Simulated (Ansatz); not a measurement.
One change: `N#Cc1ccc[nH]1` becomes `OB(O)c1ccc[nH]1`.

Ansatz, PBE0-D4/def2-TZVP geometries, multiplicity 1. Each molecule was computed in one conformer, which needn't be the lowest.

| property | `N#Cc1ccc[nH]1` |
| --- | --- |
| LUMO energy (PBE/def2-TZVPP) / eV | -1.67 |
| LUMO energy (ωB97M-V/def2-TZVPP) / eV | 1.29 |
| size of the dipole moment (PBE/def2-TZVPP) / D | 4.44 |
| HOMO energy (PBE0/def2-TZVPP) / eV | -6.91 |
| LUMO energy (B3LYP/def2-TZVPP) / eV | -1.00 |
| LUMO energy (PBE0/def2-TZVPP) / eV | -0.79 |

Task: What does the change do to each property? (Estimate.)

Result: Ansatz gave: 
| property | `OB(O)c1ccc[nH]1` | shift |
| --- | --- | --- |
| LUMO energy (PBE/def2-TZVPP) / eV | -0.90 | 0.77 |
| LUMO energy (ωB97M-V/def2-TZVPP) / eV | 2.01 | 0.72 |
| size of the dipole moment (PBE/def2-TZVPP) / D | 0.44 | -4.00 |
| HOMO energy (PBE0/def2-TZVPP) / eV | -6.31 | 0.60 |
| LUMO energy (B3LYP/def2-TZVPP) / eV | -0.23 | 0.77 |
| LUMO energy (PBE0/def2-TZVPP) / eV | -0.02 | 0.77 |

With PBE0 the HOMO rises by 0.60 eV and the LUMO rises by 0.77 eV, so the gap widens by about 0.17 eV. PBE moves the HOMO by 0.62 eV and ωB97M-V by 0.56 eV. Dipoles are sizes alone; their direction can turn.

B3LYP here is the variant with VWN-RPA as its local correlation; programs differ in this.
